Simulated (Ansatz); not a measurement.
H$_{2}$BrO$_{2}$Sb, singlet, geometry from GFN2-xTB (all electrons, no relativity), with bond 2-1 at 1.8 times its length; SC-NEVPT2/STO-3G, CASSCF(2,4) (Ansatz, an electronic-structure program).

Here is a job for Ansatz.
Ansatz 0.2 input:
```yaml
crystal:
  periodic: [false, false, false]
  atoms:
    - {symbol: Sb, position_ang: [0.25699082, 0.51089536, 0.63784677]}
    - {symbol: Br, position_ang: [-1.43384312, -2.93595020, -1.79530271]}
    - {symbol: O, position_ang: [-0.60390622, 1.88468596, -0.41104305]}
    - {symbol: H, position_ang: [-1.52634236, 2.03614823, -0.21338858]}
    - {symbol: O, position_ang: [1.82512058, 0.73256214, -0.46689169]}
    - {symbol: H, position_ang: [2.53274359, 0.11086291, -0.30671584]}
basis:
  gaussian:
    orbitals: STO-3G
magnetization: {spin_polarized: false}
correlation: {method: sc_nevpt2, electrons: all, active_space: {window: {electrons: 2, orbitals: 4}}}
```

What the program printed (banner, timings and long lists left out):

```
Functional definition: HF
619 factors; integrals over basis functions are off by at most 3.2e-5 eV
mean field evaluation 1: about -243394.4640 eV, gradient 2.2e1 eV
mean field evaluation 2: about -243394.5406 eV, gradient 2.2e1 eV
mean field evaluation 4: about -243395.9103 eV, gradient 8.9e0 eV
mean field evaluation 8: about -243396.5607 eV, gradient 2.7e0 eV
mean field evaluation 16: about -243397.5362 eV, gradient 2.5e0 eV
mean field evaluation 32: about -243397.6256 eV, gradient 8.4e-2 eV
mean field -243397.62616111 eV, -8944.6977805842 hartree, gradient 2.4e-6 eV, S^2 0.000000; 4 other end points of the search recorded, 0 dependent functions left out; unrestricted orbitals would lower it
reference -243397.62616111 eV, -8944.6977805842 hartree; 52, 52 occupied and 5, 5 virtual orbitals, 619 factors
state -243400.57639364 eV, -8944.8061996299 hartree
state -243400.57639364 eV, -8944.8061996299 hartree; corrected -243403.02303570 eV, -8944.8961120673 hartree
WARN: 2 active orbitals are nearly empty or full. The corrections depend on them more than the energy does, and are more stable in an active space without them
Total energy: -243403.02303570 eV, -8944.8961120673 hartree
```
